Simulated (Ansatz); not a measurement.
Gas-phase electronic energies from Ansatz, PBE0-D4/def2-TZVP geometries. CCSD(T)/CBS is the MP2 limit (def2-TZVPP, def2-QZVPP) plus CCSD(T) − MP2 in def2-TZVPP, frozen cores. Functionals use def2-TZVPP. B3LYP here is the variant with VWN-RPA as its local correlation; programs differ in this. Elements past krypton have def2 core potentials. For In outer-core shells are correlated without core-valence functions, which leaves a few kJ/mol of doubt a bond. Each species was taken in one conformer, which may not be the lowest.

Reaction (cleavage of the Si–Si bond): `O[SiH2][SiH]([SiH3])Cl` + `[OH][In]([F])[F]` → `[F][In]([F])[O][SiH3]` + `O[SiH2][SiH2]Cl`

```tsv
level	ΔE (kJ/mol)	difference from CCSD(T)/CBS
PBE-D4	-58.0	32.7
r2SCAN-D4	-80.2	10.5
PBE0-D4	-69.4	21.3
B3LYP-D4	-84.9	5.8
ωB97X-V	-87.9	2.8
ωB97M-V	-91.0	-0.3
B2PLYP	-94.7	-4.0
PBE	-61.4	29.3
r2SCAN	-81.3	9.4
PBE0	-72.6	18.1
B3LYP	-90.3	0.4
HF/def2-TZVPP	-124.6	-33.9
MP2/def2-TZVPP	-97.3	-6.6
SCS-MP2/def2-TZVPP	-103.8	-13.1
CCSD/def2-TZVPP	-96.6	-5.9
CCSD(T)/def2-TZVPP	-91.7	-1.0
HF/def2-QZVPP	-127.5	-36.8
MP2/def2-QZVPP	-97.7	-7.0
SCS-MP2/def2-QZVPP	-104.1	-13.4
HF/CBS(def2)	-127.9	-37.2
MP2/CBS(def2)	-96.3	-5.6
CCSD/CBS(def2)	-95.6	-4.9
CCSD(T)/CBS	-90.7	0
```

Largest T1 diagnostic among the species: 0.018.

The D4 term adds +5.4 kJ/mol with B3LYP and +3.2 kJ/mol with PBE0; it sums over pairs of atoms, weighted by their polarisabilities, and B3LYP, whose exchange is more repulsive, gets the larger term. From PBE to PBE0 (25 % exact exchange), in def2-TZVPP and without D4, ΔE moves by −11.2 kJ/mol. In def2-TZVPP, CCSD(T) changes the Hartree–Fock value by +32.9 kJ/mol (the triples alone add +4.9 kJ/mol) and MP2 by +27.3 kJ/mol.
